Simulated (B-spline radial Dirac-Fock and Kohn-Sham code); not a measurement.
X-ray emission lines of Sm²⁹⁺

System: the Sm²⁹⁺ ion, 1s2 2s2 2p6 3s2 3p6 3d10 4s2 4p3.

Model: Dirac-Fock energy differences between relaxed states, corrected for Breit and QED terms. Program: a radial finite-basis atomic code. A line energy is the difference of two single-hole energies; the list is a selection of electric-dipole transitions between resolved j subshells. The model has no electron correlation.

```csv
line,energy (eV),wavelength (Å)
K-M3,45481.6,0.27260
K-L3,40130.5,0.30895
L3-N1,6563.3,1.8891
L1-M3,6375.1,1.9448
L3-M5,5684.8,2.1810
L3-M4,5657.7,2.1914
L3-M1,5041.9,2.4591
```

Values without a named source are computed, but for edge energies of neutral atoms, which are taken from tables.
